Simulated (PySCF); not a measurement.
Species: ClGe2H6N.
SMILES: `[Cl][GeH2][NH][GeH3]`

Computed with TDDFT CAM-B3LYP/def2-SVPD, vertical, gas phase, core orbitals frozen in the response in PySCF 2.14.0, density-fitted response routines. One conformer (not necessarily the lowest) at the PBE0-D3(BJ)/def2-SVP geometry, without solvent, vibrations or thermal averaging. The CAM-B3LYP/def2-SVPD calculation is non-relativistic and has no spin–orbit coupling, an omission that weighs most on germanium. Torsions of this conformer, `[Cl:1][GeH2:2][NH:3][GeH3:4]`: Cl1–Ge2–N3–Ge4 -71°.

Computed singlets with f of 0.002 or more:

| state | λ (nm) | f |
| --- | --- | --- |
| S1 | 198.0 | 0.015 |
| S2 | 180.5 | 0.074 |
| S3 | 174.0 | 0.034 |
| S4 | 170.8 | 0.029 |
| S5 | 165.2 | 0.022 |
| S6 | 164.7 | 0.021 |
| S7 | 158.4 | 0.0044 |
| S8 | 158.1 | 0.045 |
| S9 | 155.4 | 0.010 |
| S10 | 152.9 | 0.0044 |

Task: Turn these into Einstein A coefficients, radiative lifetimes, transition dipoles and integrated cross-sections.

Result: A / s⁻¹ = 0.6670 f (ν̃ / cm⁻¹)² and τ = 1/A in vacuum; |μ| follows from f = (2/3) ΔE |μ|² (atomic units, 1 au = 2.5417 D); ∫σ dE = 109.76 f Mb·eV.

```tsv
state	A (s⁻¹)	τ	|μ| (D)	∫σ dE (Mb·eV)
S1	2.6×10⁷	39 ns	0.80	1.7
S2	1.5×10⁸	6.6 ns	1.69	8.1
S3	7.6×10⁷	13 ns	1.13	3.8
S4	6.7×10⁷	15 ns	1.03	3.2
S5	5.5×10⁷	18 ns	0.89	2.5
S6	5.1×10⁷	20 ns	0.85	2.3
S7	1.2×10⁷	85 ns	0.39	0.49
S8	1.2×10⁸	8.3 ns	1.23	5
S9	2.8×10⁷	35 ns	0.58	1.1
S10	1.2×10⁷	80 ns	0.38	0.48
```

Leading configurations: S1 H→L (81%); S2 H→L+1 (81%); S3 H→L+2 (83%); S4 H-1→L+1 (78%); S5 H→L+3 (60%); S6 H-2→L+1 (60%); S7 H-1→L (82%); S8 H→L+5 (48%); S9 H→L+5 (37%); S10 H→L+6 (76%) (H = HOMO, L = LUMO).

These lifetimes count emission to the ground state at the vertical energy alone; relaxation of the geometry and all other decay channels are left out.

Task: What is the integrated cross-section of all computed states together?

Result: Σf = 0.260 over S1 to S10, so 109.76 × Σf ≈ 28.5 Mb·eV.

Task: By what factor does the largest A in the list exceed the smallest?

Result: S2 has 13 times the rate of S7.

Task: How much energy does a mole of photons resonant with S2 carry?

Result: 6.869 eV × 96.485 = 663 kJ/mol (158 kcal/mol).

All these states lie below the vertical ionisation energy of 9.65 eV (ΔSCF).
